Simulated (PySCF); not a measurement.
C₂H₉NOSi₂, SMILES [SiH2](N[SiH3])OC=C.

Geometry optimised at B3LYP-D3(BJ)/def2-SVP. The structure was generated by enumeration, and PubChem lists no compound with its InChIKey, so it may never have been made. Other conformers were not sampled.

The numbers are results of B3LYP-D3(BJ)/def2-SVP in PySCF, not measurements.

Frequencies are harmonic and unscaled.

Problem. List the normal modes with their intensities. (Estimate from the structure and the level; the computed values follow.)

Solution. 
| mode | ν (cm⁻¹) | IR (km/mol) | moving atoms (share of kinetic energy) |
|---|---|---|---|
| 1 | 38 | 0.5 | Si 41 %, C 26 %, H 22 %, N 10 % |
| 2 | 56 | 0.3 | H 60 %, C 35 % |
| 3 | 62 | 1.0 | H 72 %, C 12 %, O 8 % |
| 4 | 80 | 1.3 | H 38 %, O 28 %, N 16 %, C 11 % |
| 5 | 149 | 2.1 | O 34 %, H 22 %, C 20 %, N 18 % |
| 6 | 219 | 0.5 | Si 42 %, H 30 %, N 24 % |
| 7 | 283 | 12.6 | O 33 %, H 28 %, Si 14 %, C 14 %, N 11 % |
| 8 | 426 | 28.6 | H 66 %, C 18 %, N 9 % |
| 9 | 478 | 49.8 | H 39 %, C 22 %, Si 22 %, O 10 % |
| 10 | 597 | 17.6 | Si 47 %, H 38 %, N 13 % |
| 11 | 625 | 6.7 | H 78 %, Si 17 % |
| 12 | 720 | 9.3 | H 67 %, C 24 % |
| 13 | 724 | 85.5 | H 81 %, N 10 %, Si 8 % |
| 14 | 753 | 10.1 | H 39 %, O 26 %, Si 18 %, C 16 % |
| 15 | 769 | 56.4 | H 75 %, Si 9 %, O 9 % |
| 16 | 839 | 62.4 | H 63 %, N 27 %, Si 10 % |
| 17 | 863 | 52.6 | H 69 %, C 31 % |
| 18 | 912 | 700.3 | H 72 %, Si 21 % |
| 19 | 938 | 43.4 | H 95 % |
| 20 | 949 | 48.0 | H 65 %, N 28 % |
| 21 | 952 | 231.7 | H 77 %, Si 11 %, N 11 % |
| 22 | 968 | 99.9 | H 94 % |
| 23 | 986 | 17.9 | H 87 %, C 13 % |
| 24 | 1009 | 72.0 | H 88 % |
| 25 | 1040 | 100.7 | H 41 %, O 31 %, C 23 % |
| 26 | 1205 | 240.0 | H 59 %, N 23 %, C 8 % |
| 27 | 1225 | 240.1 | C 33 %, H 30 %, O 29 % |
| 28 | 1336 | 26.7 | H 86 %, C 10 % |
| 29 | 1411 | 19.6 | H 80 %, C 18 % |
| 30 | 1721 | 200.4 | C 86 %, H 13 % |
| 31 | 2203 | 149.6 | H 96 % |
| 32 | 2215 | 141.8 | H 98 % |
| 33 | 2243 | 11.7 | H 97 % |
| 34 | 2255 | 169.4 | H 97 % |
| 35 | 2276 | 132.2 | H 97 % |
| 36 | 3120 | 19.3 | H 92 % |
| 37 | 3161 | 0.2 | H 94 % |
| 38 | 3265 | 3.9 | H 89 %, C 11 % |
| 39 | 3555 | 34.9 | H 93 % |
